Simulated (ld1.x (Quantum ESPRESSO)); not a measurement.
**nickel: one change to a TM semilocal potential, before and after**

```json
{
 "Element": "nickel",
 "Generator": "ld1.x (Quantum ESPRESSO) 7.5",
 "Type": "norm-conserving Troullier–Martins (semilocal form)",
 "Functional": "PBEsol",
 "Relativity": "scalar-relativistic",
 "Frozen core": "[Ar]",
 "Valence charge": "10",
 "Reference configuration": "3d9 4s1 4p0",
 "Partial waves": "4s (bound): rc 2.50 bohr; 3d (bound): rc 1.15 bohr; 4f channel at -0.15 Ry: rc 3.80 bohr; 4p (bound, empty): rc 3.80 bohr",
 "Local potential": "the p channel",
 "Core correction": "none"
}
```

Change: wave 3d (bound): rc 1.15 bohr becomes 3d (bound): rc 1.00 bohr.

Cutoffs: the cutoffs (Ry, on a coarse ladder) from which the occupation-weighted sum of valence levels, in a spherical-Bessel basis at the reference potential, stays within 10 and 1 mRy of its value at 400 Ry; they do not see the model core or the augmentation charge, which bear on the density cutoff. Errors are all-electron minus pseudo energies relative to the spin-unpolarised reference configuration.

Q: What does the change do?

A: The potential gets harder (180 Ry and 300 Ry → 230 Ry and 300 Ry); of the 7 tests that both files solve, the error grows in 2 and shrinks in 1 by more than 15 % and 0.3 meV (median size 30.2 → 26.2 meV); neither file shows a bound ghost. A smaller radius makes the pseudo-wave follow the all-electron one further in, where it bends more sharply, so more plane waves are needed. A semilocal file is local in each channel, so a ghost entry of none says nothing of the separable form that plane-wave codes build from it.

| quantity | base | changed |
| --- | --- | --- |
| cutoff, loose | 180 Ry | 230 Ry |
| cutoff, tight | 300 Ry | 300 Ry |
| loose cutoff by channel (10 mRy a level) | s 6 Ry, d 140 Ry | s 6 Ry, d 180 Ry |
| bound ghosts | none | none |
| error for 3d8 4s2 4p0, meV [ΔE 1.61 eV] | -70 | -65 |
| error for 3d8 4s1 4p0, meV [ΔE 10.94 eV] | -30 | -26 |
| error for 3d8 4s0 4p0, meV [ΔE 28.21 eV] | +6.1 | +9.0 |
| error for 3d7 4s2 4p0, meV [ΔE 17.76 eV] | -300 | -282 |
| error for 3d8 4s0 4p2, meV [ΔE 11.15 eV] | -16 | -9.6 |
| error for 3d9 4s0 4p0, meV [ΔE 7.87 eV] | -6.1 | -7.8 |
| error for 3d8 4s1 4p1, meV [ΔE 6.24 eV] | -48 | -42 |
| s: phases at 4.10 bohr within 0.05 rad from the reference energy up to (Ry; the scan ends near 5) | 0.8 | 0.8 |
| p: phases at 4.10 bohr within 0.05 rad from the reference energy up to (Ry; the scan ends near 5) | 1.1 | 1.1 |
| d: phases at 4.10 bohr within 0.05 rad from the reference energy up to (Ry; the scan ends near 5) | 2.5 | 2.6 |
| f: phases at 4.10 bohr within 0.05 rad from the reference energy up to (Ry; the scan ends near 5) | 3.0 | 3.0 |
